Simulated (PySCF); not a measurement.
A structure optimised at r2SCAN-D4/def2-SVP, used in a PySCF frequency run:

```
Si
H 1 1.4837
H 1 1.4837 2 112.30
Br 1 2.2202 2 108.36 3 -119.66
Br 1 2.2202 2 108.36 3 119.66
```

Question: Write its SMILES, formula and point group.

Answer: Br[SiH2]Br, Br2H2Si, C2v

Question: What are its rotational constants (standard atomic weights)?

Answer: 10.555, 0.93791, 0.87045 GHz
